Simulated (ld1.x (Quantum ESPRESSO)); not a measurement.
Cutoff test, P, TM

```
Element                 : phosphorus (P)
Generator               : ld1.x (Quantum ESPRESSO) 7.5
Type                    : norm-conserving Troullier–Martins (Kleinman–Bylander form)
Functional              : PBEsol
Relativity              : scalar-relativistic
Frozen core             : [Ne]
Valence charge          : 5
Reference configuration : 3s2 3p1.5 (charge +1.5)
Partial waves           : 3s (bound): rc 1.20 bohr; 3p (bound): rc 1.20 bohr; 3d channel at 0.05 Ry: rc 1.10 bohr
Local potential         : all-electron potential smoothed inside 1.00 bohr (lloc = -1)
Core correction         : none
```

The pseudo-atom Hamiltonian at the reference potential is diagonalised in spherical Bessel functions j_l(qr) that vanish at 20 bohr, with q² up to the cutoff. All-electron valence levels (Ry): 3s -2.0887, 3p -1.4012.

Task: How do the lowest levels (Ry) of each channel move with the cutoff, and are there ghosts?

Result:

```json
{"cutoff (Ry)": "8", "s #1": "-1.9995", "s #2": "-0.5472", "p #1": "-1.3526", "d #1": "-0.5000", "f #1": "-0.1544", "Σ f·Δε (mRy)": "250.3"}
{"cutoff (Ry)": "12", "s #1": "-2.0495", "s #2": "-0.5537", "p #1": "-1.3538", "d #1": "-0.5200", "f #1": "-0.1545", "Σ f·Δε (mRy)": "148.5"}
{"cutoff (Ry)": "18", "s #1": "-2.0756", "s #2": "-0.5560", "p #1": "-1.3563", "d #1": "-0.5347", "f #1": "-0.1545", "Σ f·Δε (mRy)": "92.5"}
{"cutoff (Ry)": "25", "s #1": "-2.0792", "s #2": "-0.5562", "p #1": "-1.3570", "d #1": "-0.5422", "f #1": "-0.1545", "Σ f·Δε (mRy)": "84.4"}
{"cutoff (Ry)": "35", "s #1": "-2.0800", "s #2": "-0.5733", "p #1": "-1.3609", "d #1": "-0.5497", "f #1": "-0.1545", "Σ f·Δε (mRy)": "76.8"}
{"cutoff (Ry)": "50", "s #1": "-2.0851", "s #2": "-1.2236", "p #1": "-1.3797", "d #1": "-0.5555", "f #1": "-0.1545", "Σ f·Δε (mRy)": "38.4"}
{"cutoff (Ry)": "60", "s #1": "-2.0858", "s #2": "-1.3449", "p #1": "-1.3909", "d #1": "-0.5572", "f #1": "-0.1545", "Σ f·Δε (mRy)": "20.2"}
{"cutoff (Ry)": "80", "s #1": "-2.0864", "s #2": "-1.3805", "p #1": "-1.4001", "d #1": "-0.5587", "f #1": "-0.1545", "Σ f·Δε (mRy)": "5.3"}
{"cutoff (Ry)": "100", "s #1": "-2.0878", "s #2": "-1.3809", "p #1": "-1.4005", "d #1": "-0.5591", "f #1": "-0.1545", "Σ f·Δε (mRy)": "1.8"}
{"cutoff (Ry)": "120", "s #1": "-2.0881", "s #2": "-1.3809", "p #1": "-1.4007", "d #1": "-0.5592", "f #1": "-0.1545", "Σ f·Δε (mRy)": "1.0"}
{"cutoff (Ry)": "160", "s #1": "-2.0883", "s #2": "-1.3829", "p #1": "-1.4008", "d #1": "-0.5592", "f #1": "-0.1545", "Σ f·Δε (mRy)": "0.4"}
{"cutoff (Ry)": "400", "s #1": "-2.0884", "s #2": "-1.3840", "p #1": "-1.4009", "d #1": "-0.5592", "f #1": "-0.1545", "Σ f·Δε (mRy)": "0.0"}
```

Result: ghost state, extra bound levels that the all-electron valence spectrum of the same l lacks: s at -18.8 eV (a true bound ghost makes a file unfit for plane-wave use); 10 mRy is reached at 70 Ry and 1 mRy at 120 Ry.
